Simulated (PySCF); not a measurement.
C2H4BrCl, SMILES Cl[C@@H](Br)C.

Coordinates come from a PBE-D3(BJ)/def2-SVP optimisation.

Method: PBE-D3(BJ)/def2-SVP run with PySCF.

Frequencies are harmonic and unscaled.

Computed harmonic wavenumbers and intensities:
| mode | ν (cm⁻¹) | IR (km/mol) | moving atoms (share of kinetic energy) |
|---|---|---|---|
| 1 | 213 | 0.4 | Cl 56 %, Br 30 %, C 12 % |
| 2 | 264 | 1.0 | H 64 %, C 24 % |
| 3 | 288 | 1.0 | H 62 %, C 23 %, Br 10 % |
| 4 | 371 | 5.0 | C 53 %, H 23 %, Cl 20 % |
| 5 | 550 | 33.8 | C 71 %, H 19 %, Br 9 % |
| 6 | 653 | 76.2 | C 62 %, Cl 23 %, H 15 % |
| 7 | 949 | 11.1 | H 70 %, C 30 % |
| 8 | 1019 | 36.5 | H 68 %, C 31 % |
| 9 | 1072 | 7.3 | C 71 %, H 28 % |
| 10 | 1159 | 41.9 | H 88 %, C 11 % |
| 11 | 1239 | 12.9 | H 80 %, C 20 % |
| 12 | 1339 | 12.2 | H 76 %, C 24 % |
| 13 | 1398 | 9.7 | H 97 % |
| 14 | 1406 | 2.0 | H 97 % |
| 15 | 2982 | 5.2 | H 97 % |
| 16 | 3072 | 0.6 | H 92 %, C 8 % |
| 17 | 3079 | 3.9 | H 91 %, C 9 % |
| 18 | 3097 | 3.1 | H 91 %, C 9 % |
